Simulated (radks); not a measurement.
Task: The mean radii <r> (bohr) of the occupied orbitals of an atom or ion are listed with their occupations. Calculated with a radial shooting solver on a logarithmic mesh with Libxc functionals: scalar-relativistic Kohn-Sham, PBEsol, spin-unpolarised, spherical densities, finite nucleus; Fermi nuclear charge, rms radius of each element as measured or else 0.836 A^(1/3) + 0.57 fm.

| orbital | occ. | <r> |
|---|---|---|
| 1s | 2 | 0.04863 |
| 2s | 2 | 0.2180 |
| 2p | 6 | 0.1908 |
| 3s | 2 | 0.6476 |
| 3p | 6 | 0.6707 |
| 3d | 9 | 0.7434 |

Name the element and its charge.

Result: Z = 31, gallium, charge +4: Ga4+ in [Ar] 3d9. The 1s radius gives Z: for a bare nucleus <r> = (2 gamma + 1)/(2Z) with gamma = sqrt(1 - (Z/c)^2), 0.04755 bohr for Z = 31, and screening makes it slightly larger (0.04863 here). The occupations add up to 27, and the charge is Z minus that.
